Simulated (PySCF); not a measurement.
PySCF input file for GaHBr2, SMILES [GaH]([Br])[Br], PBE0-D3(BJ)/def2-SVP. Geometry optimised at PBE0-D3(BJ)/def2-SVP.

```python
import numpy as np
from pyscf import gto, scf, dft, df
from pyscf.hessian import thermo

mol = gto.M(
    atom='''
    Ga    0.00000000   -0.00000000    0.81100129
    H    -0.00000001   -0.00000000    2.36150044
    Br   -0.00000000    1.93287875   -0.39289343
    Br   -0.00000000   -1.93287875   -0.39289343
    ''',
    basis='def2-SVP',
    charge=0,
    spin=0,
    max_memory=1600,
    verbose=3,
)
mf = dft.RKS(mol, xc='pbe0').density_fit(auxbasis='def2-universal-jkfit')
mf.disp = 'd3bj'
mf.grids.level = 3
mf.conv_tol = 1e-11
mf.max_cycle = 100
mf.kernel()

# [left out here: the lines that compute and print the analytic Hessian (its translational invariance restored by hand, since the grid's response is missing), thermochemistry and intensities]
```

Output:

```
converged SCF energy = -7072.16010163246

WARN: DFTD3 does not support analytical Hessian, using finite difference


WARN: Mole.unit (angstrom) is changed to Bohr

Mode                                 0                   1                   2
Irrep
Freq [cm^-1]                       92.9335            286.9703            341.2438
Reduced mass [au]                  60.0532             52.9527             67.7550
Force const [Dyne/A]                0.3056              2.5693              4.6486
Char temp [K]                     133.7106            412.8864            490.9739
Normal mode                   x     y     z       x     y     z       x     y     z
       0  Ga                 0.00 -0.00 -0.06    0.00  0.00 -0.08    0.00  0.09  0.00
       1   H                -0.00 -0.00 -0.06    0.00  0.00 -0.08   -0.00  0.03  0.00
       2  Br                -0.00  0.06  0.03   -0.00 -0.05  0.03   -0.00 -0.04  0.03
       3  Br                -0.00 -0.06  0.03   -0.00  0.05  0.03    0.00 -0.04 -0.03
Mode                                 3                   4                   5
Irrep
Freq [cm^-1]                      424.4610            598.7754           2049.0452
Reduced mass [au]                   1.0935              1.0221              1.0219
Force const [Dyne/A]                0.1161              0.2159              2.5280
Char temp [K]                     610.7048            861.5045           2948.1198
Normal mode                   x     y     z       x     y     z       x     y     z
       0  Ga                 0.03 -0.00  0.00    0.00 -0.01 -0.00    0.00 -0.00 -0.01
       1   H                -0.96 -0.00 -0.00   -0.00  0.99  0.00   -0.00 -0.00  0.99
       2  Br                -0.01 -0.00 -0.00   -0.00 -0.00  0.01    0.00 -0.00 -0.00
       3  Br                -0.01  0.00  0.00    0.00 -0.00 -0.01    0.00  0.00 -0.00
temperature 298.1500 [K]
pressure 101325.00 [Pa]
Rotational constants [GHz] 6.64240 0.84647 0.75079
Symmetry number 2
Zero-point energy (ZPE) 0.00864 [Eh]   22689.745 [J/mol]
                           tot       elec      trans        rot        vib
Entropy [J/mol/K]       322.913      0.000    176.597    114.412     31.904
Cv [J/mol/K]             57.187      0.000     12.472     12.472     32.244
Cp [J/mol/K]             65.502      0.000     20.786     12.472     32.244
Internal energy [J/mol]                      3718.434   3718.434  27949.757
Internal energy [Eh]   -7072.14662  -7072.16010
Enthalpy [J/mol]                             6197.391   3718.434  27949.757
Enthalpy [Eh]          -7072.14568
Gibbs free energy [J/mol]                  -46455.021 -30393.494  18437.567
Gibbs free energy [Eh] -7072.18235
static polarisability / bohr^3: [[36.713  0.     0.   ]
 [-0.    75.648 -0.   ]
 [-0.     0.    54.415]]
largest difference of analytic and finite-field dipole derivatives / e: 0.001330048826969854
mode   freq/cm-1   IR/(km/mol)   Raman/(A^4/amu)   depolarisation
   1       92.93         2.415             2.566            0.686
   2      286.97        13.826             8.723            0.099
   3      341.24        70.499             2.438            0.750
   4      424.46        34.389             5.228            0.750
   5      598.78       121.826            12.551            0.750
   6     2049.05        98.390           230.025            0.199
max |gradient| / (hartree/bohr): 6.99409504900428e-05
APT charges: [ 1.2841 -0.2729 -0.5056 -0.5056]
```

Self-consistency was reached.

Cost: about 2.5 core-minutes (a rough figure).
